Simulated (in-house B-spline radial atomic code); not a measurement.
Configurations of neutral magnesium, with energies counted from [Ne] 3s2. All numbers are computed (scalar-relativistic (X2C) PBEsol, spin-polarised, spherical fractional occupations; Fermi nucleus of rms radius 3.057 fm) with a B-spline radial code for spherical atoms, not measured. Shells without spins written out take the highest spin.

Occupations are held fixed; configurations that lie above the ionisation limit could autoionise.

| configuration | E - E(ref) (eV) | highest orbital | its <r> (bohr) |
| --- | --- | --- | --- |
| [Ne] 3s1 3p1 | 2.6669 | 3p up | 4.05 |
| [Ne] 3s(1 up, 0 down) 4p(1 up, 0 down) | 5.5918 | 4p up | 10.39 |
| [Ne] 3s1 3d1 | 5.7222 | 3d up | 8.471 |
| [Ne] 3s1 4d1 | 6.3692 | 4d up | 16.33 |
| [He] 2s2 2p5 3s2 4p1 | 55.658 | 4p up | 9.507 |
| [He] 2s1 2p6 3s2 4f1 | 89.527 | 4f up | 16.87 |

(1) Order these further configurations by energy, lowest first.
A. [He] 2s(1 up, 0 down) 2p6 3s2 3d(0 up, 1 down)
B. [He] 2s(1 up, 0 down) 2p6 3s2 3p(0 up, 1 down)
C. [He] 2s1 2p6 3s2 4s1
D. [He] 2s2 2p5 3s2 4f1
E. [Ne] 3s(0 up, 1 down) 3p(1 up, 0 down)

(2) How far above the reference does [He] 2s1 2p6 3s2 4p1 lie?

(3) How far above the reference does [He] 2s2 2p5 3s2 3d1 lie?

## Answers

(1) E (3.3847 eV), D (56.81 eV), B (84.593 eV), C (87.608 eV), A (88.58 eV).

(2) 88.377 eV; its least bound orbital is 4p up with <r> = 9.522 bohr.

(3) 55.865 eV; its least bound orbital is 3d up with <r> = 7.887 bohr.
